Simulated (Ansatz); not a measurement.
**Question.** Name a neutral molecule of Al, B, C, O and H with LUMO energy (ωB97M-V/def2-TZVPP) between 0.10 and 0.40 eV and HOMO–LUMO gap (B3LYP/def2-TZVPP) between 6.05 and 6.35 eV (Ansatz, PBE0-D4/def2-TZVP geometry).

**Answer.** `B[CH2][AlH][OH]` (0.26 eV, 6.30 eV). Other molecules can fit too; these were computed, each in one conformer that needn't be the lowest.

B3LYP here is the variant with VWN-RPA as its local correlation; programs differ in this.
